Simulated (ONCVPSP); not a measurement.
**Building the ONCV potential for fluorine (LDA (Perdew-Zunger), fully relativistic).**

The input file (ONCVPSP 4.0.1):

```
# ATOM AND REFERENCE CONFIGURATION
# atsym  z   nc   nv     iexc    psfile
  F 9.00    1    2        3      upf
#
#   n    l    f
    1    0    2.00
    2    0    1.50
    2    1    5.50
#
# PSEUDOPOTENTIAL AND OPTIMIZATION
# lmax
    2
#
#   l,   rc,      ep,       ncon, nbas, qcut
    0    0.85    0.00    4    8    6.60
    1    0.90    0.00    4    8    7.60
    2    0.85    0.07    4    9   10.80
#
# LOCAL POTENTIAL
# lloc, lpopt,  rc(5),   dvloc0
    4    2    0.70    1.00
#
# VANDERBILT-KLEINMAN-BYLANDER PROJECTORs
# l, nproj, debl
    0    2    3.10
    1    2    2.50
    2    2    3.40
#
# MODEL CORE CHARGE
# icmod, fcfact, rcfact
    1    0.25    0.00
#
# LOG DERIVATIVE ANALYSIS
# epsh1, epsh2, depsh
   -3.00    5.00    0.02
#
# OUTPUT GRID
# rlmax, drl
    6.00    0.01
#
# TEST CONFIGURATIONS
# ncnf
    4
# nvcnf
#   n    l    f
    2
    2    0    2.00
    2    1    5.00
#
    2
    2    0    2.00
    2    1    4.00
#
    2
    2    0    2.00
    2    1    3.00
#
    2
    2    0    2.00
    2    1    1.00
#
```

Command:

```bash
oncvpspr.x < F.dat > F.out
```

The program printed (shortened: citation, most of the input echo, consistency checks and plot data are left out):

```
ONCVPSP  (Optimized Norm-Conservinng Vanderbilt PSeudopotential)
relativistic version 4.0.1

#   n    l    f        energy (Ha)
    1    0    2.00    -2.4225618D+01
    2    0    1.50    -1.0984466D+00
    2    1    5.50    -4.2183721D-01    -4.2418795D-01

Reference configufation results
  iterations    22
  all-electron total energy (Ha)   -9.88492961D+01

Begin loop to  construct optimized pseudo wave functions
and semi-local pseudopoentials for all angular momenta

   Wellstate for l =  0  n =  4 kap= -1
     eigenvalue =   2.0016
     asymptotic potential =   2.5016
     half-point radius =  3.1985

Calculating optimized projector #   1

 for l=   0

    Fraction of norm inside rc  0.423595
    Optimizing pswf for qcut=   6.59 a_B^-1,  ecut=  21.74 Ha
    Residual kinetic energy error=  1.46D-02 Ha

    Energy error per electron        Cutoff
         Ha          eV             Ha
         0.01000     0.27211       25.28
         0.00100     0.02721      199.12
         0.00010     0.00272      246.04
         0.00001     0.00027      331.93

Calculating optimized projector #   2

 for l=   0

    Fraction of norm inside rc  0.052141
    Optimizing pswf for qcut=   6.59 a_B^-1,  ecut=  21.74 Ha
    Residual kinetic energy error=  4.73D-03 Ha

    Energy error per electron        Cutoff
         Ha          eV             Ha
         0.01000     0.27211       14.99
         0.00100     0.02721       33.42
         0.00010     0.00272      133.85
         0.00001     0.00027      315.54

   Wellstate for l =  1  n =  4 kap= -2
     eigenvalue =   2.0782
     asymptotic potential =   2.5782
     half-point radius =  3.3153

Calculating optimized projector #   1

 for l=   1

    Fraction of norm inside rc  0.457460
    Optimizing pswf for qcut=   7.60 a_B^-1,  ecut=  28.89 Ha
    Residual kinetic energy error=  4.81D-02 Ha

    Energy error per electron        Cutoff
         Ha          eV             Ha
         0.01000     0.27211       73.59
         0.00100     0.02721      233.42
         0.00010     0.00272      270.18
         0.00001     0.00027      407.59

Calculating optimized projector #   2

 for l=   1

    Fraction of norm inside rc  0.066866
    Optimizing pswf for qcut=   7.60 a_B^-1,  ecut=  28.89 Ha
    Residual kinetic energy error=  2.15D-02 Ha

    Energy error per electron        Cutoff
         Ha          eV             Ha
         0.01000     0.27211       33.20
         0.00100     0.02721       74.08
         0.00010     0.00272      289.56
         0.00001     0.00027      348.71

   Wellstate for l =  1  n =  4 kap=  1
     eigenvalue =   2.0758

Calculating optimized projector #   1

 for l=   1

    Fraction of norm inside rc  0.458978
    Optimizing pswf for qcut=   7.60 a_B^-1,  ecut=  28.89 Ha
    Residual kinetic energy error=  4.86D-02 Ha

    Energy error per electron        Cutoff
         Ha          eV             Ha
         0.01000     0.27211       74.06
         0.00100     0.02721      233.62
         0.00010     0.00272      270.38
         0.00001     0.00027      408.48

Calculating optimized projector #   2

 for l=   1

    Fraction of norm inside rc  0.066808
    Optimizing pswf for qcut=   7.60 a_B^-1,  ecut=  28.89 Ha
    Residual kinetic energy error=  2.17D-02 Ha

    Energy error per electron        Cutoff
         Ha          eV             Ha
         0.01000     0.27211       33.25
         0.00100     0.02721       74.22
         0.00010     0.00272      289.76
         0.00001     0.00027      348.81

   Wellstate for l =  2  n =  3 kap= -3
     eigenvalue =   0.0700
     asymptotic potential =   0.5700
     half-point radius = 30.5826

   Wellstate for l =  2  n =  4 kap= -3
     eigenvalue =   3.4700
     asymptotic potential =   3.9700
     half-point radius =  2.4369

Calculating optimized projector #   1

 for l=   2

    Fraction of norm inside rc  0.000002
    Optimizing pswf for qcut=  10.78 a_B^-1,  ecut=  58.06 Ha
    Residual kinetic energy error=  1.09D-09 Ha

    Energy error per electron        Cutoff
         Ha          eV             Ha
         0.01000     0.27211        0.03
         0.00100     0.02721        0.21
         0.00010     0.00272        0.64
         0.00001     0.00027        2.73

Calculating optimized projector #   2

 for l=   2

    Fraction of norm inside rc  0.050650
    Optimizing pswf for qcut=  10.78 a_B^-1,  ecut=  58.06 Ha
    Residual kinetic energy error=  7.60D-05 Ha

    Energy error per electron        Cutoff
         Ha          eV             Ha
         0.01000     0.27211       21.96
         0.00100     0.02721       39.63
         0.00010     0.00272       56.55
         0.00001     0.00027       99.63

   Wellstate for l =  2  n =  3 kap=  2
     eigenvalue =   0.0700

   Wellstate for l =  2  n =  4 kap=  2
     eigenvalue =   3.4700

Calculating optimized projector #   1

 for l=   2

    Fraction of norm inside rc  0.000002
    Optimizing pswf for qcut=  10.78 a_B^-1,  ecut=  58.06 Ha
    Residual kinetic energy error=  1.09D-09 Ha

    Energy error per electron        Cutoff
         Ha          eV             Ha
         0.01000     0.27211        0.03
         0.00100     0.02721        0.21
         0.00010     0.00272        0.64
         0.00001     0.00027        2.73

Calculating optimized projector #   2

 for l=   2

    Fraction of norm inside rc  0.050689
    Optimizing pswf for qcut=  10.78 a_B^-1,  ecut=  58.06 Ha
    Residual kinetic energy error=  7.65D-05 Ha

    Energy error per electron        Cutoff
         Ha          eV             Ha
         0.01000     0.27211       21.98
         0.00100     0.02721       39.67
         0.00010     0.00272       56.58
         0.00001     0.00027       99.79

Construct Vanderbilt / Kleinmman-Bylander projectors

B matrix Hermiticity error, ll=  0  kap= -1
   1   2   -1.9003D-04

  Orthonormal projector coefficients  2.8070E+01  5.7565E+00

B matrix Hermiticity error, ll=  1  kap= -2
   1   2   -1.3912D-04

  Orthonormal projector coefficients -2.9608E+01 -6.0813E+00

B matrix Hermiticity error, ll=  1  kap=  1
   1   2   -1.3948D-04

  Orthonormal projector coefficients -2.9588E+01 -6.1006E+00

B matrix Hermiticity error, ll=  2  kap= -3
   1   2    2.6959D-07

  Orthonormal projector coefficients -8.7967E+00 -2.1072E+00

B matrix Hermiticity error, ll=  2  kap=  2
   1   2    2.6974D-07

  Orthonormal projector coefficients -8.7415E+00 -2.1019E+00

 Orthonormal scalar projector coefficients, l =  1
 -2.9602E+01 -6.0877E+00 -1.0870E-05 -6.8091E-08

 Orthonormal spin-orbit projector coefficients, l =  1
 -3.2821E-02  1.9342E-02  1.2735E-02 -6.5993E-05

 Orthonormal scalar projector coefficients, l =  2
 -8.7746E+00 -2.1051E+00 -3.0095E-06 -3.4846E-08

 Orthonormal spin-orbit projector coefficients, l =  2
 -2.7498E-02  2.8681E-03  4.3915E-04 -2.4857E-05

Model core correction analysis
  based on d2Exc/dn_idn_j

d2excae - all-electron derivatives

   -2.468228D-02   -2.136946D-02
   -2.136969D-02   -2.151743D-02

d2excps - pseudofunction derivatives with no core correction

   -3.274940D-02   -3.094470D-02
   -3.094500D-02   -3.078136D-02

rms 2nd derivative error    9.141535E-03

Polynomial model core charge

d2excps - pseudofunction derivatives with core correction

   -3.021840D-02   -2.902247D-02
   -2.902270D-02   -2.900112D-02

rms 2nd derivative error    7.137775E-03

Pseudoatom total energy  -23.681106

Diagnostic tests using Vanderbilt-Kleinman-Bylander pseudopotentials
  relativistic with J = L +/- 1/2 projectors

   l  kap   rcore       rmatch      e in        delta e    norm test   slope test

   0  -1   0.8512839   0.8771308  -1.0984466  -0.0000261   1.0000663   1.0001221
   0  -1   0.8512839   0.8771308   2.0015534   0.0000102   1.0002572   1.0002572

   1  -2   0.9037623   0.9312025  -0.4218372  -0.0000240   1.0000508   1.0001058
   1   1   0.9037623   0.9312025  -0.4241879   0.0000118   1.0000604   1.0000285
   1  -2   0.9037623   0.9312025   2.0781628  -0.0000054   1.0002087   1.0002087
   1   1   0.9037623   0.9312025   2.0775374  -0.0000048   1.0002095   1.0002095

   2  -3   0.8512839   0.8771308   0.0700000   0.0000140   1.0000897   1.0000897
   2   2   0.8512839   0.8771308   0.0699999   0.0000708   1.0000918   1.0000918
   2  -3   0.8512839   0.8771308   3.4700000   0.0001116   1.0001515   1.0001515
   2   2   0.8512839   0.8771308   3.4698531   0.0001542   1.0001535   1.0001535

Diagnostic tests using Vanderbilt-Kleinman-Bylander pseudopotentials
  relativistic with scalar and spin-orbit non-local projectors

   l  kap   rcore       rmatch      e in        delta e    norm test   slope test

   0  -1   0.8512839   0.8771308  -1.0984466  -0.0000261   1.0000663   1.0001221
   0  -1   0.8512839   0.8771308   2.0015534   0.0000102   1.0002572   1.0002572

   1  -2   0.9037623   0.9312025  -0.4218372  -0.0000238   1.0000508   1.0001065
   1   1   0.9037623   0.9312025  -0.4241879   0.0000120   1.0000605   1.0000292
   1  -2   0.9037623   0.9312025   2.0781628  -0.0000052   1.0002087   1.0002087
   1   1   0.9037623   0.9312025   2.0775374  -0.0000046   1.0002096   1.0002096

   2  -3   0.8512839   0.8771308   0.0700000   0.0000162   1.0000897   1.0000897
   2   2   0.8512839   0.8771308   0.0699999   0.0000729   1.0000918   1.0000918
   2  -3   0.8512839   0.8771308   3.4700000   0.0001136   1.0001515   1.0001515
   2   2   0.8512839   0.8771308   3.4698531   0.0001562   1.0001535   1.0001535

Ghost test for J = L + 1/2

 Testing for bound ghosts
   n   l    E NL Schr. Eq   E Basis Diag.   E Cutoff

   1   0       -1.098473       -1.064831    360.07

   2   1       -0.421861       -0.373567    369.06

 Testing for highly-localized positive-energy ghosts
       l    <radius>/rc     E Basis Diag.   E Cutoff

Ghost test for J = L - 1/2

 Testing for bound ghosts
   n   l    E NL Schr. Eq   E Basis Diag.   E Cutoff

   1   0       -1.098473       -1.064831    360.07

   2   1       -0.424176       -0.376249    369.06

 Testing for highly-localized positive-energy ghosts
       l    <radius>/rc     E Basis Diag.   E Cutoff

Test configuration 0

   n   l kap    f        eae           eps        diff
   1   0  -1  2.0000  -24.22561776
   2   0  -1  1.5000   -1.09844661   -1.09847275   -2.61E-05
   2   1  -2  3.6667   -0.42183721   -0.42186116   -2.40E-05
   2   1   1  1.8333   -0.42418795   -0.42417611    1.18E-05

    Total energies and differences
      AE_ref= -9.88492961E+01  AE_tst= -9.88492961E+01  dif=  0.00E+00
      PS_ref= -2.36811057E+01  PS_tst= -2.36811057E+01  dif= -7.11E-15
      PSP excitation error=  7.11E-15

Test configuration 1

   n   l kap    f        eae           eps        diff
   1   0  -1  2.0000  -24.21575880
   2   0  -1  2.0000   -1.08946360   -1.09001649   -5.53E-04
   2   1  -2  3.3333   -0.41425215   -0.41374984    5.02E-04
   2   1   1  1.6667   -0.41660284   -0.41605689    5.46E-04

    Total energies and differences
      AE_ref= -9.88492961E+01  AE_tst= -9.91868596E+01  dif= -3.38E-01
      PS_ref= -2.36811057E+01  PS_tst= -2.40189400E+01  dif= -3.38E-01
      PSP excitation error=  2.71E-04

Test configuration 2

   n   l kap    f        eae           eps        diff
   1   0  -1  2.0000  -24.97705527
   2   0  -1  2.0000   -1.72977712   -1.73048741   -7.10E-04
   2   1  -2  2.6667   -1.04472989   -1.04223220    2.50E-03
   2   1   1  1.3333   -1.04748266   -1.04491740    2.57E-03

    Total energies and differences
      AE_ref= -9.88492961E+01  AE_tst= -9.84682196E+01  dif=  3.81E-01
      PS_ref= -2.36811057E+01  PS_tst= -2.33016210E+01  dif=  3.79E-01
      PSP excitation error=  1.59E-03

Test configuration 3

   n   l kap    f        eae           eps        diff
   1   0  -1  2.0000  -25.93558115
   2   0  -1  2.0000   -2.48441348   -2.48439796    1.55E-05
   2   1  -2  2.0000   -1.80373923   -1.79557118    8.17E-03
   2   1   1  1.0000   -1.80694910   -1.79866480    8.28E-03

    Total energies and differences
      AE_ref= -9.88492961E+01  AE_tst= -9.70529176E+01  dif=  1.80E+00
      PS_ref= -2.36811057E+01  PS_tst= -2.18912547E+01  dif=  1.79E+00
      PSP excitation error=  6.53E-03

Test configuration 4

   n   l kap    f        eae           eps        diff
   1   0  -1  2.0000  -28.38938639
   2   0  -1  2.0000   -4.26980122   -4.25839561    1.14E-02
   2   1  -2  0.6667   -3.64890067   -3.60435544    4.45E-02
   2   1   1  0.3333   -3.65320736   -3.60832861    4.49E-02

    Total energies and differences
      AE_ref= -9.88492961E+01  AE_tst= -9.16655082E+01  dif=  7.18E+00
      PS_ref= -2.36811057E+01  PS_tst= -1.65492310E+01  dif=  7.13E+00
      PSP excitation error=  5.19E-02
```

The run took about 6.4 s on one core of a shared server CPU.
